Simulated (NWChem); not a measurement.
System: CF2GaNO; SMILES O=C=[N][Ga]([F])[F]

NWChem printed, in part:

```
             Northwest Computational Chemistry Package (NWChem) 7.3.0
             --------------------------------------------------------

 CS  symmetry detected

                             Geometry "geometry" -> ""
                             -------------------------

 Output coordinates in angstroms (scale by  1.889725989 to convert to a.u.)

  No.       Tag          Charge          X              Y              Z
 ---- ---------------- ---------- -------------- -------------- --------------
    1 Ga                  31.0000     0.00018808    -0.67694814     0.00000000
    2 F                    9.0000     1.47258589    -1.58578222     0.00000000
    3 F                    9.0000    -1.48817089    -1.55966443     0.00000000
    4 N                    7.0000     0.01730134     1.10352825     0.00000000
    5 C                    6.0000     0.00582487     2.30361540     0.00000000
    6 O                    8.0000    -0.00270302     3.46850276     0.00000000

 Effective nuclear repulsion energy (a.u.)     417.2256936669

      Symmetry information
      --------------------

 Group name             Cs
 Group number              2
 Group order               2
 No. of unique centers     6

  pbe96 is a nonlocal functional; adding pw91lda local functional.

                                 NWChem DFT Module
                                 -----------------

 Summary of "ao basis" -> "ao basis" (spherical)
 ------------------------------------------------------------------------------
       Tag                 Description            Shells   Functions and Types
 ---------------- ------------------------------  ------  ---------------------
 Ga                          sto-3g                  8       18   4s3p1d
 F                           sto-3g                  3        5   2s1p
 N                           sto-3g                  3        5   2s1p
 C                           sto-3g                  3        5   2s1p
 O                           sto-3g                  3        5   2s1p

      Symmetry analysis of basis
      --------------------------

        a'         33
        a"         10

            General Information
            -------------------
          SCF calculation type: DFT
          Wavefunction type:  closed shell.
          No. of atoms     :     6
          No. of electrons :    70
           Alpha electrons :    35
            Beta electrons :    35
          Charge           :     0
          Spin multiplicity:     1
          Use of symmetry is: on ; symmetry adaption is: on
          Maximum number of iterations: 150
          AO basis - number of functions:    43
                     number of shells:    23
          Convergence on energy requested:  1.00D-06
          Convergence on density requested:  1.00D-05
          Convergence on gradient requested:  5.00D-04

              XC Information
              --------------
          PerdewBurkeErnzerhof Exchange Functional  1.000
            Perdew 1991 LDA Correlation Functional  1.000 local
           PerdewBurkeErnz. Correlation Functional  1.000 non-local

             Grid Information
             ----------------
          Grid used for XC integration:  medium
          Radial quadrature: Mura-Knowles
          Angular quadrature: Lebedev.
          Tag              B.-S. Rad. Rad. Pts. Rad. Cut. Ang. Pts.
          ---              ---------- --------- --------- ---------
          Ga                  1.30      112           8.0       590
          F                   0.50       49          10.0       434
          N                   0.65       49           7.0       434
          C                   0.70       49           9.0       434
          O                   0.60       49          11.0       434
          Grid pruning is: on
          Number of quadrature shells:   357
          Spatial weights used:  Erf1

      Superposition of Atomic Density Guess
      -------------------------------------

 Sum of atomic energies:       -2261.31028684

      Non-variational initial energy
      ------------------------------

 Total energy =   -2262.062943
 1-e energy   =   -4015.486254
 2-e energy   =    1336.197616
 HOMO         =      -0.020400
 LUMO         =       0.147851

      Symmetry analysis of molecular orbitals - initial
      -------------------------------------------------

  Numbering of irreducible representations:

     1 a'          2 a"

  Orbital symmetries:

     1 a'          2 a'          3 a'          4 a'          5 a"
     6 a'          7 a'          8 a'          9 a'         10 a'
    11 a'         12 a'         13 a'         14 a"         15 a'
    16 a'         17 a'         18 a'         19 a'         20 a'
    21 a'         22 a'         23 a"         24 a'         25 a'
    26 a"         27 a"         28 a'         29 a"         30 a'
    31 a'         32 a"         33 a"         34 a'         35 a'
    36 a'         37 a"         38 a'         39 a"         40 a'
    41 a'         42 a'         43 a'

     ---------------------------------------------
      Total Density - Mulliken Population Analysis
     ---------------------------------------------

    Atom       Charge   Shell Charges
 -----------   ------   -------------------------------------------------------
    1 Ga  31    29.35   2.00  2.00  6.00  2.00  5.93  0.86  0.88  9.69
    2 F    9     9.60   2.00  1.95  5.66
    3 F    9     9.60   2.00  1.95  5.66
    4 N    7     7.81   2.00  1.56  4.25
    5 C    6     5.00   2.00  0.95  2.06
    6 O    8     8.63   2.00  1.84  4.80

   convergence    iter        energy       DeltaE   RMS-Dens  Diis-err
 ---------------- ----- ----------------- --------- --------- ---------
 d= 0,ls=0.0,diis     1  -2263.7862267481 -2.68D+03  1.27D-01  1.75D+00
 d= 0,ls=0.5,diis     2  -2261.7556851182  2.03D+00  3.98D-02  1.44D+01
 d= 0,ls=0.5,diis     3  -2263.2853142798 -1.53D+00  2.28D-02  4.95D+00
 d= 0,ls=0.5,diis     4  -2263.8259429094 -5.41D-01  1.43D-02  2.06D+00
 d= 0,ls=0.5,diis     5  -2264.0617587789 -2.36D-01  1.13D-02  7.63D-01
 d= 0,ls=0.5,diis     6  -2264.1647938942 -1.03D-01  7.47D-03  2.34D-01
  Resetting Diis
 d= 0,ls=0.5,diis     7  -2264.2056945115 -4.09D-02  4.18D-03  6.54D-02
 d= 0,ls=0.5,diis     8  -2264.2180176128 -1.23D-02  5.75D-03  2.07D-02
 d= 0,ls=0.5,diis     9  -2264.2241222601 -6.10D-03  2.35D-03  5.53D-03
 d= 0,ls=0.5,diis    10  -2264.2255962662 -1.47D-03  1.65D-03  1.88D-03
 d= 0,ls=0.5,diis    11  -2264.2263696949 -7.73D-04  1.34D-03  1.02D-03
 d= 0,ls=0.5,diis    12  -2264.2268465245 -4.77D-04  9.71D-04  4.05D-04
 d= 0,ls=0.5,diis    13  -2264.2271157047 -2.69D-04  7.60D-04  2.97D-04
 d= 0,ls=0.5,diis    14  -2264.2272992945 -1.84D-04  6.48D-04  2.13D-04
 d= 0,ls=0.5,diis    15  -2264.2274315742 -1.32D-04  5.20D-04  1.50D-04
 d= 0,ls=0.5,diis    16  -2264.2275240975 -9.25D-05  4.36D-04  1.18D-04
 d= 0,ls=0.5,diis    17  -2264.2275904852 -6.64D-05  3.77D-04  9.90D-05
 d= 0,ls=0.5,diis    18  -2264.2276415582 -5.11D-05  3.26D-04  8.11D-05
 d= 0,ls=0.5,diis    19  -2264.2276813999 -3.98D-05  2.72D-04  6.16D-05
 d= 0,ls=0.5,diis    20  -2264.2277094670 -2.81D-05  2.37D-04  5.18D-05
 d= 0,ls=0.5,diis    21  -2264.2277311190 -2.17D-05  2.06D-04  4.32D-05
 d= 0,ls=0.5,diis    22  -2264.2277480755 -1.70D-05  1.80D-04  3.52D-05
 d= 0,ls=0.5,diis    23  -2264.2277612832 -1.32D-05  1.55D-04  2.81D-05
 d= 0,ls=0.5,diis    24  -2264.2277711630 -9.88D-06  1.37D-04  2.34D-05
 d= 0,ls=0.5,diis    25  -2264.2277789663 -7.80D-06  1.20D-04  1.91D-05
 d= 0,ls=0.5,diis    26  -2264.2277852130 -6.25D-06  1.05D-04  1.48D-05
 d= 0,ls=0.5,diis    27  -2264.2277898956 -4.68D-06  9.23D-05  1.20D-05
 d= 0,ls=0.5,diis    28  -2264.2277935566 -3.66D-06  8.11D-05  9.77D-06
 d= 0,ls=0.5,diis    29  -2264.2277964265 -2.87D-06  7.14D-05  7.86D-06
 d= 0,ls=0.5,diis    30  -2264.2277986868 -2.26D-06  6.27D-05  6.28D-06
 d= 0,ls=0.5,diis    31  -2264.2278004195 -1.73D-06  5.51D-05  5.12D-06
 d= 0,ls=0.5,diis    32  -2264.2278017900 -1.37D-06  4.86D-05  4.08D-06
 d= 0,ls=0.5,diis    33  -2264.2278028702 -1.08D-06  4.28D-05  3.23D-06
 d= 0,ls=0.5,diis    34  -2264.2278037065 -8.36D-07  3.78D-05  2.59D-06
 d= 0,ls=0.5,diis    35  -2264.2278043636 -6.57D-07  3.34D-05  2.06D-06
 d= 0,ls=0.5,diis    36  -2264.2278048821 -5.19D-07  2.95D-05  1.61D-06
 d= 0,ls=0.5,diis    37  -2264.2278052849 -4.03D-07  2.59D-05  1.28D-06
 d= 0,ls=0.5,diis    38  -2264.2278055975 -3.13D-07  2.28D-05  1.03D-06
 d= 0,ls=0.5,diis    39  -2264.2278058427 -2.45D-07  2.02D-05  8.18D-07
 d= 0,ls=0.5,diis    40  -2264.2278060350 -1.92D-07  1.78D-05  6.47D-07
 d= 0,ls=0.5,diis    41  -2264.2278061856 -1.51D-07  1.57D-05  5.09D-07
 d= 0,ls=0.5,diis    42  -2264.2278063032 -1.18D-07  1.38D-05  3.99D-07
 d= 0,ls=0.5,diis    43  -2264.2278063945 -9.13D-08  1.22D-05  3.14D-07
 d= 0,ls=0.5,diis    44  -2264.2278064661 -7.16D-08  1.08D-05  2.47D-07
 d= 0,ls=0.5,diis    45  -2264.2278065219 -5.58D-08  9.49D-06  1.95D-07

         Total DFT energy =    -2264.227806565782
      One electron energy =    -3994.239630431912
           Coulomb energy =     1429.396887010992
    Exchange-Corr. energy =     -116.610756811745
 Nuclear repulsion energy =      417.225693666882

 Numeric. integr. density =       69.999988399626

                  Occupations of the irreducible representations
                  ----------------------------------------------

                     irrep           alpha         beta
                     --------     --------     --------
                     a'               27.0         27.0
                     a"                8.0          8.0

                       DFT Final Molecular Orbital Analysis
                       ------------------------------------

[...]
```

Level: PBE/STO-3G. Structure relaxed at the PBE0/def2-SVP level.

Problem. Write an input that gives this output.

Solution. One answer among several that fit: the input that was run:
```
start job
memory heap 200 mb stack 900 mb global 1100 mb
geometry units angstroms noautoz
  Ga    -0.071973    -0.684591    -0.000261
  F      1.321573    -1.710244    -0.000648
  F     -1.627236    -1.443246    -0.000023
  N      0.089991     1.088586    -0.000103
  C      0.176224     2.285626    -0.000050
  O      0.262531     3.447343    -0.000001
end
basis spherical
  * library sto-3g
end
dft
  xc xpbe96 cpbe96
  iterations 150
  mulliken
end
task dft energy
```
